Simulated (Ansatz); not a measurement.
Nudged elastic band run: FGeH8NSiSn

Input:

```yaml
crystal:
  periodic: [false, false, false]
  atoms:
    - { symbol: "N", position_ang: [-2.058019, 0.391148, 0.239022] }
    - { symbol: Si, position_ang: [-0.603352, -0.132841, -0.542208] }
    - { symbol: Sn, position_ang: [0.573486, -1.910293, 0.958025] }
    - { symbol: Ge, position_ang: [1.002187, 1.636627, -0.955771] }
    - { symbol: F, position_ang: [2.005504, 1.655808, 0.476923] }
    - { symbol: H, position_ang: [-2.069978, 0.607543, 1.216678] }
    - { symbol: H, position_ang: [-2.754727, 0.916197, -0.2541] }
    - { symbol: H, position_ang: [-0.966357, -0.698279, -1.865419] }
    - { symbol: H, position_ang: [2.195032, -2.144427, 0.469642] }
    - { symbol: H, position_ang: [-0.24857, -3.410162, 0.857834] }
    - { symbol: H, position_ang: [0.544262, -1.389814, 2.58799] }
    - { symbol: H, position_ang: [1.974481, 1.387417, -2.116947] }
    - { symbol: H, position_ang: [0.42635, 3.056374, -1.05687] }
basis:
  gaussian: { orbitals: def2-SVP }
hamiltonian:
  xc: hf
neb:
  order_check: false
  images: 7
  f_tol: 0.05
  max_iterations: 33
  final_atoms:
    - { symbol: "N", position_ang: [-1.98595784, 0.50277368, 0.19493143] }
    - { symbol: Si, position_ang: [-0.55742174, -0.11993963, -0.5640421] }
    - { symbol: Sn, position_ang: [0.55713824, -1.88885175, 0.98884225] }
    - { symbol: Ge, position_ang: [1.01385988, 1.69248516, -0.84155055] }
    - { symbol: F, position_ang: [2.22372897, 1.4299803, 0.39042321] }
    - { symbol: H, position_ang: [-2.45571015, 1.31087241, -0.16547948] }
    - { symbol: H, position_ang: [-2.63480015, -0.10962888, 0.65041936] }
    - { symbol: H, position_ang: [-0.77466682, -0.71407256, -1.91339364] }
    - { symbol: H, position_ang: [2.02029776, -2.44051662, 0.29752996] }
    - { symbol: H, position_ang: [-0.48973783, -3.23732703, 1.17553981] }
    - { symbol: H, position_ang: [0.8619947, -1.23580747, 2.53620473] }
    - { symbol: H, position_ang: [1.79026371, 1.68213606, -2.16307986] }
    - { symbol: H, position_ang: [0.45131029, 3.09319432, -0.57154611] }
  initial_path:
    images:
      - { positions_ang: [[-2.058019, 0.391148, 0.239022], [-0.603352, -0.132841, -0.542208], [0.573486, -1.910293, 0.958025], [1.002187, 1.636627, -0.955771], [2.005504, 1.655808, 0.476923], [-2.069978, 0.607543, 1.216678], [-2.754727, 0.916197, -0.2541], [-0.966357, -0.698279, -1.865419], [2.195032, -2.144427, 0.469642], [-0.24857, -3.410162, 0.857834], [0.544262, -1.389814, 2.58799], [1.974481, 1.387417, -2.116947], [0.42635, 3.056374, -1.05687]] }
      - { positions_ang: [[-2.02110076, 0.38979392, 0.30260361], [-0.5878649, -0.13080414, -0.51927384], [0.57131548, -1.92975664, 0.91226275], [1.00766475, 1.63698195, -0.89563624], [1.87238743, 1.78635767, 0.57175416], [-2.01932848, 0.80929919, 1.08078376], [-2.76024767, 0.76531201, -0.23263603], [-0.95833178, -0.66893334, -1.84399499], [2.14644303, -2.23533955, 0.33131624], [-0.31587434, -3.3879667, 0.89607482], [0.68398315, -1.39507791, 2.53554264], [2.03069281, 1.32822645, -1.96312006], [0.37056027, 2.9972051, -1.16087782]] }
      - { positions_ang: [[-1.98418251, 0.38843984, 0.36618522], [-0.57237779, -0.12876728, -0.49633969], [0.56914496, -1.94922028, 0.86650051], [1.01314249, 1.6373369, -0.83550147], [1.73927087, 1.91690734, 0.66658533], [-1.96867896, 1.01105538, 0.94488952], [-2.76576833, 0.61442701, -0.21117206], [-0.95030657, -0.63958767, -1.82257098], [2.09785405, -2.3262521, 0.19299048], [-0.38317868, -3.3657714, 0.93431564], [0.8237043, -1.40034182, 2.48309528], [2.08690461, 1.26903589, -1.80929313], [0.31477055, 2.93803619, -1.26488564]] }
      - { positions_ang: [[-1.94726427, 0.38708577, 0.42976683], [-0.55689069, -0.12673042, -0.47340553], [0.56697444, -1.96868392, 0.82073826], [1.01862024, 1.63769186, -0.77536671], [1.6061543, 2.04745701, 0.76141649], [-1.91802943, 1.21281156, 0.80899528], [-2.771289, 0.46354202, -0.18970808], [-0.94228135, -0.61024201, -1.80114698], [2.04926508, -2.41716465, 0.05466471], [-0.45048301, -3.3435761, 0.97255646], [0.96342545, -1.40560573, 2.43064792], [2.14311642, 1.20984534, -1.65546619], [0.25898082, 2.87886729, -1.36889345]] }
      - { positions_ang: [[-1.91034602, 0.38573169, 0.49334844], [-0.54140358, -0.12469356, -0.45047138], [0.56480393, -1.98814757, 0.77497602], [1.02409799, 1.63804681, -0.71523195], [1.47303773, 2.17800668, 0.85624765], [-1.86737991, 1.41456775, 0.67310104], [-2.77680967, 0.31265703, -0.16824411], [-0.93425613, -0.58089635, -1.77972297], [2.00067611, -2.5080772, -0.08366105], [-0.51778735, -3.3213808, 1.01079728], [1.1031466, -1.41086964, 2.37820056], [2.19932823, 1.15065479, -1.50163926], [0.20319109, 2.81969838, -1.47290127]] }
      - { positions_ang: [[-1.92924898, 0.41499218, 0.41874419], [-0.54540812, -0.12350507, -0.47886406], [0.5628875, -1.96332361, 0.82844257], [1.02153846, 1.65165639, -0.7468116], [1.66071054, 1.99100009, 0.73979154], [-2.01446247, 1.38864392, 0.46345591], [-2.74130729, 0.20708555, 0.03642175], [-0.89435881, -0.6141904, -1.81314064], [2.00558152, -2.49118706, 0.0116367], [-0.51077497, -3.30036736, 1.05198291], [1.04285863, -1.3671041, 2.4177016], [2.0970621, 1.2835251, -1.66699941], [0.26522089, 2.88807237, -1.24756248]] }
      - { positions_ang: [[-1.94815193, 0.44425268, 0.34413993], [-0.54941266, -0.12231659, -0.50725674], [0.56097108, -1.93849966, 0.88190913], [1.01897893, 1.66526598, -0.77839125], [1.84838335, 1.80399349, 0.62333543], [-2.16154503, 1.36272008, 0.25381078], [-2.70580491, 0.10151407, 0.24108762], [-0.85446148, -0.64748445, -1.8465583], [2.01048693, -2.47429691, 0.10693446], [-0.50376259, -3.27935392, 1.09316854], [0.98257065, -1.32333856, 2.45720264], [1.99479597, 1.41639542, -1.83235956], [0.32725069, 2.95644635, -1.02222369]] }
      - { positions_ang: [[-1.96705489, 0.47351318, 0.26953568], [-0.5534172, -0.12112811, -0.53564942], [0.55905466, -1.9136757, 0.93537569], [1.0164194, 1.67887557, -0.8099709], [2.03605616, 1.6169869, 0.50687932], [-2.30862759, 1.33679624, 0.04416565], [-2.67030253, -0.0040574, 0.44575349], [-0.81456415, -0.6807785, -1.87997597], [2.01539235, -2.45740676, 0.20223221], [-0.49675021, -3.25834047, 1.13435418], [0.92228268, -1.27957301, 2.49670369], [1.89252984, 1.54926574, -1.99771971], [0.38928049, 3.02482034, -0.7968849]] }
      - { positions_ang: [[-1.98595784, 0.50277368, 0.19493143], [-0.55742174, -0.11993963, -0.5640421], [0.55713824, -1.88885175, 0.98884225], [1.01385988, 1.69248516, -0.84155055], [2.22372897, 1.4299803, 0.39042321], [-2.45571015, 1.31087241, -0.16547948], [-2.63480015, -0.10962888, 0.65041936], [-0.77466682, -0.71407256, -1.91339364], [2.02029776, -2.44051662, 0.29752996], [-0.48973783, -3.23732703, 1.17553981], [0.8619947, -1.23580747, 2.53620473], [1.79026371, 1.68213606, -2.16307986], [0.45131029, 3.09319432, -0.57154611]] }
```

Command:

```bash
$ ansatz run input.yaml --threads 2 --pin off --max-ram 3072MiB --backend cpu --events-out ev --progress --plain --runs-dir out
```

Output, in part (warnings, iteration lines, the closing report on the highest movable image, with atoms numbered from 0):

```
NEB end point (image 0): max|allowed force component| = 1.139e-2 eV/Å (the criterion of neb.relax_end_points is 1.000e-2)
NEB end point (image 8): max|allowed force component| = 8.610e-3 eV/Å (the criterion of neb.relax_end_points is 1.000e-2)
NEB iter   1: max|band force component| = 1.263e1 eV/Å  barrier→ = 1.5942 eV  barrier← = 1.5943 eV  Δτ_max = 0.1996 Å  (318 SCF iters)
NEB iter   2: max|band force component| = 1.453e0 eV/Å  barrier→ = 0.2932 eV  barrier← = 0.2932 eV  Δτ_max = 0.2000 Å  (227 SCF iters)
NEB iter   3: max|band force component| = 1.071e0 eV/Å  barrier→ = 0.2088 eV  barrier← = 0.2089 eV  Δτ_max = 0.1976 Å  (233 SCF iters)
NEB iter   4: max|band force component| = 7.930e-1 eV/Å  barrier→ = 0.1480 eV  barrier← = 0.1480 eV  Δτ_max = 0.1156 Å  (233 SCF iters)
NEB iter   5: max|band force component| = 6.416e-1 eV/Å  barrier→ = 0.1051 eV  barrier← = 0.1051 eV  Δτ_max = 0.0828 Å  (229 SCF iters)
NEB iter   6: max|band force component| = 3.238e-1 eV/Å  barrier→ = 0.0912 eV  barrier← = 0.0912 eV  CI = image 4  Δτ_max = 0.1321 Å  (242 SCF iters)
NEB iter   7: max|band force component| = 1.655e-1 eV/Å  barrier→ = 0.0777 eV  barrier← = 0.0778 eV  CI = image 4  Δτ_max = 0.0926 Å  (237 SCF iters)
NEB iter   8: max|band force component| = 1.627e-1 eV/Å  barrier→ = 0.0676 eV  barrier← = 0.0676 eV  CI = image 4  Δτ_max = 0.1960 Å  (230 SCF iters)
NEB iter   9: max|band force component| = 4.676e-1 eV/Å  barrier→ = 0.0712 eV  barrier← = 0.0712 eV  CI = image 3  Δτ_max = 0.1003 Å  (232 SCF iters)
NEB iter  10: max|band force component| = 4.011e-1 eV/Å  barrier→ = 0.0507 eV  barrier← = 0.0507 eV  CI = image 4  Δτ_max = 0.0997 Å  (227 SCF iters)
NEB iter  11: max|band force component| = 2.322e-1 eV/Å  barrier→ = 0.0453 eV  barrier← = 0.0454 eV  CI = image 4  Δτ_max = 0.1984 Å  (238 SCF iters)
NEB iter  12: max|band force component| = 3.171e-1 eV/Å  barrier→ = 0.0523 eV  barrier← = 0.0523 eV  CI = image 4  Δτ_max = 0.0998 Å  (235 SCF iters)
NEB iter  13: max|band force component| = 1.932e-1 eV/Å  barrier→ = 0.0528 eV  barrier← = 0.0529 eV  CI = image 4  Δτ_max = 0.0890 Å  (222 SCF iters)
NEB iter  14: max|band force component| = 1.617e-1 eV/Å  barrier→ = 0.0522 eV  barrier← = 0.0522 eV  CI = image 4  Δτ_max = 0.0582 Å  (232 SCF iters)
NEB iter  15: max|band force component| = 1.321e-1 eV/Å  barrier→ = 0.0502 eV  barrier← = 0.0502 eV  CI = image 4  Δτ_max = 0.0392 Å  (216 SCF iters)
NEB iter  16: max|band force component| = 7.277e-2 eV/Å  barrier→ = 0.0492 eV  barrier← = 0.0492 eV  CI = image 4  Δτ_max = 0.0305 Å  (211 SCF iters)
NEB iter  17: max|band force component| = 2.622e-2 eV/Å  barrier→ = 0.0488 eV  barrier← = 0.0488 eV  CI = image 4  Δτ_max = 0.0000 Å  (465 SCF iters)
Total energy: -74443.52289563 eV, -2735.7490067822 hartree
Atom 0 at    -1.994379     0.521219     0.166683 Å, force    -0.011710     0.013137    -0.006912 eV/Å
Atom 1 at    -0.547351    -0.096697    -0.544759 Å, force     0.024596    -0.017614    -0.020432 eV/Å
Atom 2 at     0.545947    -2.011498     0.856170 Å, force     0.002433    -0.002679     0.001948 eV/Å
Atom 3 at     1.008292     1.724243    -0.819035 Å, force     0.011291     0.021388     0.000813 eV/Å
Atom 4 at     1.702303     2.038886     0.748083 Å, force     0.000788    -0.009392    -0.000786 eV/Å
Atom 5 at    -2.080435     1.447291     0.532421 Å, force     0.016124     0.021833     0.003640 eV/Å
Atom 6 at    -2.759742    -0.061195     0.441062 Å, force    -0.018110    -0.023154     0.008331 eV/Å
Atom 7 at    -0.785254    -0.633259    -1.912226 Å, force     0.000852     0.000306     0.005461 eV/Å
Atom 8 at     1.967545    -2.588807     0.092481 Å, force     0.002157    -0.000372     0.004572 eV/Å
Atom 9 at    -0.550628    -3.324461     0.997299 Å, force    -0.000900    -0.000517    -0.002914 eV/Å
Atom 10 at     0.944329    -1.489286     2.434820 Å, force    -0.003378     0.005251    -0.000777 eV/Å
Atom 11 at     2.194660     1.386258    -1.728138 Å, force    -0.012799    -0.014048     0.000680 eV/Å
Atom 12 at     0.375013     3.052604    -1.250062 Å, force    -0.011342     0.005862     0.006375 eV/Å
Dipole moment:    -0.509315    -0.011655    -0.268908 e Å
```

It converged. A vibrational analysis at the climbing image gives one clearly imaginary mode, 241i cm⁻¹, and a faint second one (22i cm⁻¹) that may be numerical noise or a soft torsion: probably a first-order saddle point.

Final band (atoms are numbered from 1 in the order of the input):

| image | path coordinate (Å) | energy (eV) | dihedral H6–N1–Si2–Ge4 (°) |
| --- | --- | --- | --- |
| 0 | 0.00 | 0.000 | -75 |
| 1 | 0.69 | 0.006 | -71 |
| 2 | 1.39 | 0.032 | -58 |
| 3 | 2.08 | 0.029 | -52 |
| 4 | 2.78 | 0.049 | -9 |
| 5 | 3.25 | 0.025 | 32 |
| 6 | 3.72 | 0.009 | 47 |
| 7 | 4.19 | 0.002 | 50 |
| 8 | 4.66 | 0.000 | 51 |

Time of the run: 7.9 min on 2 threads of Arm Neoverse V2, with other jobs on the host, peak memory 0.49 GiB.
